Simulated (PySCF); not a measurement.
Ca: interval between two levels

Ca [Ar] 4s2 → Ca [Ar] 4p2 [3P2, M_J = 2], as a difference of total energies. Calculation: PySCF 2.14, in x2c-SVPall-2c with one added diffuse shell of s type (6s5p2d, 31 functions); the two-component X2C-1e Hamiltonian. Correlated levels: [Ne] frozen; the 6 highest virtual spinors dropped. "Screened" scales the spin-orbit matrix elements by Boettger's factors to mimic the two-electron term; Breit and QED terms are absent.

```json
{"method": "GHF (spin-free)", "interval between two levels (cm⁻¹)": "43662"}
{"method": "GMP2 (spin-free)", "interval between two levels (cm⁻¹)": "47342"}
{"method": "GHF (screened spin-orbit)", "interval between two levels (cm⁻¹)": "43751"}
{"method": "GMP2 (screened spin-orbit)", "interval between two levels (cm⁻¹)": "47430"}
```

Errors of the correlated levels include the incompleteness of this basis and the frozen core.

The labels give the starting determinants; with spin-orbit coupling the two ends relaxed to ⟨J²⟩ = 0.00, ⟨L²⟩ = 0.00, ⟨S²⟩ = 0.00 and ⟨J²⟩ = 6.00, ⟨L²⟩ = 2.00, ⟨S²⟩ = 2.00.

For comparison: 38552 cm⁻¹ (measured; NIST Handbook of Basic Atomic Spectroscopic Data (Sansonetti and Martin, J. Phys. Chem. Ref. Data 34, 1559 (2005))).
